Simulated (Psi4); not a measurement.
Pair of molecules, SMILES O=C=O with SMILES F[Si](F)(F)F (the first has 3 atoms); geometry from B3LYP-D3(BJ)/def2-TZVP, rigid monomers moved along the line of their centres of mass till O3···Si5 is 2.99 Å.
(charge 0, multiplicity 1):
```xyz
8

O      0.867    -0.279    -0.666
C      0.040     0.044     0.078
O     -0.792     0.369     0.820
F     -0.354     1.500     3.494
Si    -0.025    -0.019     3.689
F     -1.299    -0.891     3.423
F      1.123    -0.444     2.705
F      0.460    -0.255     5.161
```

The numbers are results of SAPT0/jun-cc-pV(D+d)Z (Psi4 1.11), not measurements.

Task: Give the four SAPT terms and the total, and say what mostly holds the pair together.

Result: electrostatics -16.2, exchange 22.6, induction -2.9, dispersion -7.2, total -3.7 kJ/mol; the largest attraction is electrostatics.
